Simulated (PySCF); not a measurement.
Simulated absorption spectrum

Compound: C₆H₁₂N₂.
Z-matrix (Å and degrees, PBE0-D3(BJ)/def2-SVP geometry), rows numbered from 1:
```
C 
C   1  1.5232
N   2  1.4425  1  115.10
C   3  1.4572  2  120.67  1   -69.42
C   4  1.5346  3  102.03  2   165.22
C   5  1.5291  4  113.42  3    93.07
C   5  1.5132  4   98.59  3   -24.43
N   7  1.2813  5  112.87  4    17.61
H   1  1.1012  2  112.08  3    61.71
H   1  1.1005  2  110.70  3  -178.23
H   1  1.1007  2  110.09  3   -58.62
H   2  1.1012  1  109.86  3   120.84
H   2  1.1025  1  110.67  3  -121.72
H   4  1.1093  3  111.14  2    47.33
H   4  1.1012  3  111.34  2   -73.47
H   5  1.1014  4  111.51  3  -142.71
H   6  1.1010  5  110.34  4   -53.04
H   6  1.1014  5  111.07  4    67.00
H   6  1.1006  5  111.18  4  -172.84
H   7  1.0925  5  126.02  4  -169.73
```

The calculation used PySCF, TDDFT CAM-B3LYP/def2-SVPD, vertical, gas phase, core orbitals frozen in the response.

Computed states:

```csv
state,E (eV),f
S1,5.24,0.151
S2,5.81,0.026
S3,6.21,0.0012
S4,6.37,0.0039
S5,6.51,0.0056
S6,6.80,0.0056
S7,7.30,0.015
S8,7.33,0.0006
S9,7.57,0.0039
S10,7.64,0.0042
```

Broadening: Gaussians 0.25 eV wide at half height, area fixed by f = 4.319×10⁻⁹ ∫ε dν̃. The width is an assumption, not a result. The curve ends short of the highest state used, and states not computed would add to its high-energy end.

(1) What does the envelope look like, and where are its maxima?

(2) On this curve, what absorbance would a 10⁻³ mol/L sample give at 193 nm over a 1 cm path?

(3) Coming from long wavelengths, where does ε first pass 100 L mol⁻¹ cm⁻¹?

(4) Does any computed singlet lie in the visible range?

Answers

(1) 
```
λ (nm)  ε (L mol⁻¹ cm⁻¹)
 176.1               128
 178.8               286
 181.5               595
 184.2               563
 186.9               515
 189.7               749
 192.4               833
 195.1               659
 197.8               411
 200.5               225
 203.3               162
 206.0               430
 208.7              1309
 211.4              2447
 214.1              2764
 216.9              1911
 219.6               869
 222.3               357
 225.0               664
 227.7              2456
 230.5              6786
 233.2             12426
 235.9             16095
 238.6             15088
 241.3             10458
 244.1              5311
 246.8              2114
 249.5               658
 252.2               163
 254.9                33
```

Maxima: 237 nm (5.24 eV), ε about 16000, made up of S1 (100%); 213 nm (5.81 eV), ε about 2800, made up of S2 (100%); 192 nm (6.47 eV), ε about 840, made up of S4 (34%) and S5 (64%); 182 nm (6.79 eV), ε about 630, made up of S6 (97%) (ε in L mol⁻¹ cm⁻¹; maxima over ε = 5, shares over 10%). At its high-energy end, 7.04 eV, the curve is still rising (ε about 130, from S6 and S7).

(2) 193 nm is 6.424 eV, where ε is about 810 L mol⁻¹ cm⁻¹, so A = ε c l ≈ 0.81 (Beer–Lambert, with the gas-phase spectrum and the assumed width).

(3) At about 253 nm (4.90 eV), 0.34 eV below S1.

(4) No computed singlet lies in the visible range (380 to 750 nm); the lowest, at 237 nm, stands 1.98 eV above its violet end (3.26 eV).

All these states lie below the vertical ionisation energy of 7.70 eV (ΔSCF).

One conformer stands for the species.
